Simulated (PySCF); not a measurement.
C8H9N3O2, SMILES c1(nnc(o1)-c1n(C)ccc1)OC.

The structure is a stationary point at PBE0-D3(BJ)/def2-SVP. The structure was generated by enumeration, and PubChem lists no compound with its InChIKey, so it may never have been made. Other conformers were not sampled.

All values below come from PySCF with TDA-PBE/def2-SVP.

Vertical excitations. Isolated molecule, no solvent. State labels are in the subgroup Cs.

| state | symmetry | energy (eV) | λ (nm) | f | main pairs |
|---|---|---|---|---|---|
| S1 | A" | 4.59 | 270 | 0.001 | HOMO−1→LUMO 98 % |
| S2 | A' | 4.73 | 262 | 0.698 | HOMO→LUMO 85 % |
| S3 | A' | 5.08 | 244 | 0.047 | HOMO−2→LUMO 76 % |
| S4 | A' | 5.42 | 229 | 0.008 | HOMO→LUMO+1 44 %, HOMO−3→LUMO 42 % |
| S5 | A" | 5.79 | 214 | 0.003 | HOMO→LUMO+3 100 % |
| S6 | A' | 5.90 | 210 | 0.052 | HOMO→LUMO+2 29 %, HOMO→LUMO+1 20 %, HOMO−3→LUMO 19 %, HOMO−2→LUMO+1 11 % |
| T1 | A' | 3.16 | 393 | 0 | HOMO→LUMO 98 % |
| T2 | A" | 4.22 | 294 | 0 | HOMO−1→LUMO 99 % |
Triplets are in the Tamm–Dancoff approximation.
